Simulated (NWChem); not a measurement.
SiH4SeO; SMILES O([SiH3])[SeH]

```xyz
7

Se     0.0576     1.0839     0.0346
H      0.2283     1.2112    -1.4294
O     -0.7673    -0.5298    -0.0047
Si     0.1871    -1.9165     0.0167
H      1.0402    -1.9884    -1.2089
H     -0.7726    -3.0556     0.0418
H      1.0650    -1.9495     1.2243
```
Atoms are numbered in this order, from 1.

Program: NWChem. Geometry: optimised at PBE0/def2-SVP. Ions are spin-unrestricted doublets at the neutral geometry; other ion states weren't tried.

Estimate the computed values for PBE/def2-SVP. Quantities: vertical ionisation energy, ΔSCF (eV); −ε(HOMO) (eV).

vertical ionisation energy, ΔSCF (eV): 9.04
−ε(HOMO) (eV): 5.46
